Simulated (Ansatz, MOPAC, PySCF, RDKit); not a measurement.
Complex: NH3 (SMILES N) (first 4 atoms) with H4OSi (SMILES O[SiH3]); geometry from B3LYP-D3(BJ)/def2-TZVP, rigid monomers moved along the line of their centres of mass till N1···H7 is 3.29 Å.
(charge 0, multiplicity 1):
```xyz
10

N      0.43978    -0.21667     0.10688
H      0.43348     0.73462    -0.24372
H      1.25903    -0.67880    -0.27212
H     -0.37812    -0.68784    -0.26326
O      0.37309    -0.22531     4.37225
Si    -0.79655     0.44932     5.29471
H      0.29484    -0.16942     3.39281
H     -0.93590     1.91243     5.05681
H     -0.42632     0.23150     6.71038
H     -2.13437    -0.15731     5.05200
```

Monomers are frozen at their geometry in the pair; levels with a basis set take the counterpoise correction. Rows marked so take none. RDKit's UFF carries no charges.

Correlated levels freeze the cores. Rows in 6-31G* carry no dispersion term and start afresh at each structure (6-31G* with six Cartesian d functions). The state reached by PM3 isn't checked.

Codes used: Ansatz (Gaussian orbitals); MOPAC for PM3 (differences of heats of formation); PySCF for 6-31G* rows, the dispersion terms; RDKit for the force fields. Values without a source in brackets are computed.

| level | interaction energy (kcal/mol) |
|---|---|
| UFF | -0.27 |
| PM3 | -0.40 |
| HF/6-31G* (no counterpoise) | -3.33 |
| PBE-D3(BJ)/def2-TZVPPD | -2.87 |
| B3LYP/6-31G* | [?] |
| B3LYP-D3(BJ)/def2-TZVPPD | -2.67 |
| PBE0-D3(BJ)/def2-TZVPPD | [?] |
| CCSD/aug-cc-pV(D+d)Z | -2.59 |
| CCSD(T)/aug-cc-pV(D+d)Z | -2.63 |

Problem. Some entries are withheld; supply them.

Solution. 
- B3LYP/6-31G*, interaction energy (kcal/mol): -2.98
- PBE0-D3(BJ)/def2-TZVPPD, interaction energy (kcal/mol): -2.79

Ansatz is a first-principles code.
